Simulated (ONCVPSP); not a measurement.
**What the settings do to the ONCV potential of silver (Ag)**

Base potential:

* Element: silver
* Generator: ONCVPSP 4.0.1
* Type: optimised norm-conserving Vanderbilt (ONCV)
* Functional: PBEsol
* Relativity: fully relativistic
* Frozen core: [Ar] 3d10
* Valence charge: 19
* Reference configuration: 4s2 4p6 4d10 (charge +1)
* Partial waves: 4s: rc 1.45 bohr, ncon 5, nbas 8, qcut 7 1/bohr, 2 projectors, debl 1.8 Ha; 4p: rc 1.20 bohr, ncon 4, nbas 7, qcut 10.4 1/bohr, 2 projectors, debl 3.5 Ha; 4d: rc 1.80 bohr, ncon 3, nbas 8, qcut 7.6 1/bohr, 2 projectors, debl 1.5 Ha
* Local potential: polynomial inside 1.05 bohr (lpopt 5, dvloc0 -1 Ha)
* Core correction: Teter function, fcfact 3, rcfact 1.6

Open shells are filled in proportion to 2j + 1.

In the s channel the program set the typed energies aside and used -3.790, 0.250 Ha.

Cutoffs, loose and tight: the cutoffs (Ha) at which the residual kinetic energy of the hardest occupied pseudo-wave falls to 1 and 0.1 mHa per electron. They do not see the model core or the augmentation charge, which bear on the density cutoff. Test errors are all-electron minus pseudo excitation energies from the reference, over the configurations 4s2 4p6 4d10 5s1; 4s2 4p6 4d9; 4s2 4p6 4d8; 4s2 4p6 4d9 5s1 5p1. A dash means not determined; rows that change the core or the reference have their own tests.

```tsv
change	outcome	cutoff, loose	cutoff, tight	bound ghosts	GHOST(+) flags above zero	largest test error (meV)
base	generated, projector energies reset by the program	42 Ha	77 Ha	none	s	+51
p: rc 0.9; local potential polynomial inside 0.90 bohr (lpopt 5, dvloc0 -1 Ha)	generated, projector energies reset by the program	51 Ha	81 Ha	none	s	+51
p: rc 1; local potential polynomial inside 1.00 bohr (lpopt 5, dvloc0 -1 Ha)	generated, projector energies reset by the program	49 Ha	101 Ha	none	s	+51
p: rc 1.18	generated, projector energies reset by the program	43 Ha	77 Ha	none	s	+51
p: rc 1.4	generated, projector energies reset by the program	39 Ha	77 Ha	none	s	+51
p: rc 1.52	generated, projector energies reset by the program	39 Ha	77 Ha	none	s	+51
p: rc 1.68	generated, projector energies reset by the program	39 Ha	77 Ha	none	s	+52
```

Reading the sweep of the p radius (base included, trends over the rows without a ghost): The loose cutoff falls from 51 Ha at 0.9 to 39 Ha at 1.68 bohr. A larger radius leaves more room for a smooth pseudo-wave, so fewer plane waves are needed; a smaller one forces it to follow the all-electron wave where it bends sharply. The median size of the test errors (rows with all tests solved) stays near 9.9 meV.
